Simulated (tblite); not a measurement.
Species: C7H12OP (charge +1).
Cartesian coordinates in Å at the GFN2-xTB level; atoms count from 1:
```
atom  x, y, z in Å
C1     3.4373    0.0836    0.5186
C2     2.3842    0.0198   -0.2855
P3     0.6982    0.0306    0.3114
C4    -0.2649    1.4260   -0.3377
C5    -1.7424    1.2587    0.0415
C6    -2.2951   -0.0633   -0.4786
O7    -3.1055   -0.1288   -1.3531
C8    -1.7035   -1.2955    0.1964
C9    -0.2206   -1.4620   -0.1619
H10    3.3446    0.1465    1.5917
H11    4.4410    0.0755    0.1254
H12    2.4809   -0.0436   -1.3636
H13    0.7146    0.1143    1.6902
H14   -0.1485    1.4350   -1.4278
H15    0.1356    2.3670    0.0508
H16   -2.3208    2.0715   -0.4012
H17   -1.8662    1.2976    1.1265
H18   -2.2556   -2.1733   -0.1443
H19   -1.8287   -1.2071    1.2784
H20   -0.1016   -1.5999   -1.2432
H21    0.2080   -2.3358    0.3379
```

Computed values, GFN2-xTB/tblite, gas phase, harmonic and unscaled. Errors from tens to a few hundred cm⁻¹ against measured bands are possible. Modes of hydrogen on phosphorus can be 10 to 20 % off. One conformer, not necessarily the lowest.

Harmonic wavenumbers (cm⁻¹): 49.5, 54.5, 114.7, 131.7, 161.7, 237.1, 277.9, 343.2, 350.0, 419.1, 492.2, 551.3, 660.0, 679.1, 693.4, 752.0, 761.6, 769.7, 826.9, 845.2, 887.9, 910.0, 922.2, 981.2, 992.8, 996.6, 1001.6, 1034.1, 1045.6, 1089.8, 1102.0, 1156.1, 1194.7, 1211.8, 1232.2, 1236.7, 1281.2, 1296.9, 1369.4, 1395.4, 1401.2, 1440.0, 1451.1, 1634.0, 1811.7, 2391.7, 2922.4, 2925.5, 2946.8, 2948.0, 2972.7, 2978.5, 3008.0, 3009.4, 3021.7, 3090.8, 3125.0.

A = 3278, B = 817.7, C = 722.8 MHz; mass 143.063 u (most abundant isotopes); point group Cs, symmetry number 1.

Q: What is the zero-point energy?

A: ½Σν̃ = 37294 cm⁻¹ = 446.13 kJ/mol.

Q: What is S at 500 K and 1 bar for an ideal gas of classical rigid rotors and harmonic oscillators?

A: Translation 181.50, rotation 129.86, vibration 216.24: S = 527.6 J/(mol K).

Q: And Cp and H(500 K) − H(0)?

A: Cp = 260.09 J/(mol K), of which vibrations give 226.83 (their classical limit is 57 R = 473.9); H(500 K) − H(0) = 73.12 kJ/mol without the zero-point energy, 56.49 from vibrations.

Q: How do the functions run with temperature in this model?

A: 
```tsv
T (K)	S (J/(mol K))	Cp (J/(mol K))	H − H(0) (kJ/mol)	G − H(0) (kJ/mol)	ln q(vib)
100	294.8	77.7	5.50	-23.98	1.83
200	361.0	119.2	15.28	-56.91	4.44
300	418.6	169.4	29.67	-95.92	7.05
800	670.1	344.8	165.05	-371.02	20.45
1000	751.1	381.0	237.83	-513.31	25.52
```

q(vib) and H(0) count from the zero-point level.

Q: What must be added to the electronic energy to get the Gibbs energy at 500 K and 1 bar?

A: ZPE + [H(500 K) − H(0)] − T·S = 446.13 + 73.12 − 263.80 = 255.45 kJ/mol.

Q: Which modes carry the vibrational entropy at 500 K?

A: 49.5 cm⁻¹: 24.53; 54.5 cm⁻¹: 23.73; 114.7 cm⁻¹: 17.57; 131.7 cm⁻¹: 16.43; 161.7 cm⁻¹: 14.75; 237.1 cm⁻¹: 11.65 J/(mol K); the other 51 give 107.59 together.

Hindered rotation and anharmonicity are outside this model. Other conformers, if any are populated, would add a mixing term that is left out.
